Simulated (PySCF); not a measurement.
Species: RuO4 (singlet state).
Geometry (PBE0-D3(BJ)/def2-SVP, Å), atoms numbered from 1 in this order:
```
atom  x, y, z in Å
Ru1    0.0145   -0.0221   -0.0122
O2     0.0264   -0.0464    1.6511
O3     1.5791   -0.0381   -0.5766
O4    -0.7520    1.3566   -0.5425
O5    -0.7931   -1.3605   -0.5819
```

Computed, not measured: PySCF 2.14.0, PBE0-D3(BJ)/def2-SVP geometry optimisation, gas phase, def2 core potentials past Kr.

Question: Which atoms are bound to Ru1, and at what distances?

Answer: 4 atoms: O3 1.663 Å, O2 1.664 Å, O5 1.664 Å, O4 1.664 Å.

Question: What is the shape at Ru1?

Answer: Tetrahedral: angles from 109.4° to 109.5°; τ4 = (360° − α − β)/141° = 1.00 with α and β the two widest (0 for a square, 1 for a tetrahedron).

Question: What are the rotational constants (commonest isotopes, rigid rotor)?

Answer: A = 4282, B = 4282, C = 4278 MHz: a spherical top.

Point group: Td (tolerance 0.08 Å). Charge 0, singlet. PBE0-D3(BJ)/def2-SVP frequencies: not computed here.
